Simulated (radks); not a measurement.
Effect of the nuclear size on the mercury ion Hg+, [Xe] 4f14 5d10 6s1. All-electron calculation, Dirac Kohn-Sham, relativistic LDA (MacDonald-Vosko exchange, VWN5 correlation), spin-unpolarised, spherical densities, finite nucleus; Fermi nuclear charge, rms radius 5.4648 fm. Program: a radial shooting solver on a logarithmic mesh with Libxc functionals. The rms radius is varied about that value; shifts are against it.

[
 {"rms radius (fm)": "4.738", "total energy shift (eV)": "-26.4", "density at nucleus (e/bohr^3)": "2.426e+06", "1s1/2 shift (meV)": "-10500", "2s1/2 shift (meV)": "-1570", "5s1/2 shift (meV)": "-18.3", "6s1/2 shift (meV)": "-1.79", "6p1/2 (empty) shift (meV)": "0.165", "7s1/2 (empty) shift (meV)": "-0.177"},
 {"rms radius (fm)": "4.9347", "total energy shift (eV)": "-19.5", "density at nucleus (e/bohr^3)": "2.386e+06", "1s1/2 shift (meV)": "-7740", "2s1/2 shift (meV)": "-1150", "5s1/2 shift (meV)": "-13.5", "6s1/2 shift (meV)": "-1.32", "6p1/2 (empty) shift (meV)": "0.122", "7s1/2 (empty) shift (meV)": "-0.131"},
 {"rms radius (fm)": "5.4648", "total energy shift (eV)": "0", "density at nucleus (e/bohr^3)": "2.288e+06", "1s1/2 shift (meV)": "0.000", "2s1/2 shift (meV)": "0.000", "5s1/2 shift (meV)": "0.000", "6s1/2 shift (meV)": "0.000", "6p1/2 (empty) shift (meV)": "0.000", "7s1/2 (empty) shift (meV)": "0.000"},
 {"rms radius (fm)": "5.9676", "total energy shift (eV)": "19.5", "density at nucleus (e/bohr^3)": "2.207e+06", "1s1/2 shift (meV)": "7770", "2s1/2 shift (meV)": "1160", "5s1/2 shift (meV)": "13.5", "6s1/2 shift (meV)": "1.33", "6p1/2 (empty) shift (meV)": "-0.122", "7s1/2 (empty) shift (meV)": "0.131"},
 {"rms radius (fm)": "6.6835", "total energy shift (eV)": "49.1", "density at nucleus (e/bohr^3)": "2.106e+06", "1s1/2 shift (meV)": "19500", "2s1/2 shift (meV)": "2910", "5s1/2 shift (meV)": "34.0", "6s1/2 shift (meV)": "3.33", "6p1/2 (empty) shift (meV)": "-0.306", "7s1/2 (empty) shift (meV)": "0.329"}
]

Slopes of the eigenvalues against <r^2> in GHz/fm^2, as finite differences over the two radii next to the reference (eigenvalue slopes, not the field-shift constants of lines): 1s1/2 333000, 2s1/2 49700, 5s1/2 580, 6s1/2 56.8, 6p1/2 (empty) -5.23, 7s1/2 (empty) 5.62.
